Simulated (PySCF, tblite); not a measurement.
A database entry of computed molecular properties. Lists by class give the value and the number of equivalent atoms.

```json
{
 "formula": "C5H6ClFO2",
 "smiles": "CC(=O)O/C=C(\\F)CCl",
 "charge": 0,
 "multiplicity": 1,
 "geometry_level": "GFN2-xTB",
 "atoms_angstrom": [
  ["C", -3.094, -0.042, 0.1],
  ["C", -1.742, 0.232, -0.485],
  ["O", -1.512, 0.758, -1.537],
  ["O", -0.77, -0.193, 0.363],
  ["C", 0.528, 0.034, 0.011],
  ["C", 1.556, -0.384, 0.744],
  ["F", 1.351, -1.064, 1.891],
  ["C", 2.985, -0.129, 0.431],
  ["Cl", 3.493, 1.466, 1.104],
  ["H", -3.109, -1.023, 0.566],
  ["H", -3.851, 0.03, -0.675],
  ["H", -3.298, 0.703, 0.868],
  ["H", 0.679, 0.577, -0.913],
  ["H", 3.159, -0.08, -0.642],
  ["H", 3.62, -0.879, 0.9]
 ],
 "electronic_structure_code": "PySCF",
 "results": {
  "GFN2-xTB geometry": {
   "point_group": "C1",
   "rotational_constants_GHz": [2.922, 0.573, 0.516]
  },
  "PBE0/pcSseg-1 ground state and GIAO shieldings, non-relativistic": {
   "dipole_D": 1.93,
   "homo_eV": -7.35,
   "lumo_eV": -0.98,
   "shift_vs_computed_TMS_C_by_class_ppm": [
    [171.8, 1],
    [156.6, 1],
    [129.0, 1],
    [48.9, 1],
    [22.6, 1]
   ],
   "shift_vs_computed_TMS_H_by_class_ppm": [
    [7.57, 1],
    [4.32, 2],
    [2.25, 3]
   ],
   "shielding_other_nuclei_by_class_ppm": [
    ["O", -109.1, 1],
    ["O", 95.9, 1],
    ["F", 297.4, 1],
    ["Cl", 776.0, 1]
   ],
   "charges_hirshfeld_e_by_atom": [-0.12, 0.23, -0.25, -0.08, 0.0, 0.06, -0.08, -0.04, -0.08, 0.06, 0.06, 0.07, 0.05, 0.06, 0.06]
  },
  "GFN2-xTB harmonic vibrations, gas phase": {
   "strongest_ir_bands_cm-1_km_per_mol_modes": [
    [932.6, 111.0, 1],
    [1092.3, 84.7, 1],
    [1153.2, 630.0, 1],
    [1186.6, 134.6, 1],
    [1711.7, 64.5, 1],
    [1792.3, 438.6, 1]
   ],
   "zpe_kcal_per_mol": 64.0
  }
 }
}
```

With B = h/(8π²I), that is 505.379 GHz u Å² over I, the principal moments of inertia are 173.0, 881.5 and 979.1 u Å² (most abundant isotopes); the inertial defect Ic − Ia − Ib is -75.4 u Å² (zero for a rigid planar frame, negative otherwise). The dipole matches unit charges of opposite sign 0.40 Å apart (1 e·Å = 4.8032 D). The rotational constants make it an asymmetric top with κ = (2B − A − C)/(A − C) = -0.95, nearer the prolate limit (−1). The zero-point energy, half the sum of the 39 harmonic wavenumbers, equals 22390 cm⁻¹ or 268 kJ/mol.

One conformer (not necessarily the lowest) at the GFN2-xTB geometry, without solvent or vibrations. NMR classes are plain means over equivalent atoms (diastereotopic ones count apart unless rotation or inversion swaps them), as if these changed places fast; in this geometry the members of some classes differ.

The values belong to the conformer `[CH3:1][C:2](=[O:3])[O:4]/[CH:5]=[C:6](\[F:7])[CH2:8][Cl:9]`: C1–C2–O4–C5 -177°, C2–O4–C5–C6 -178°, C5–C6–C8–Cl9 86°.
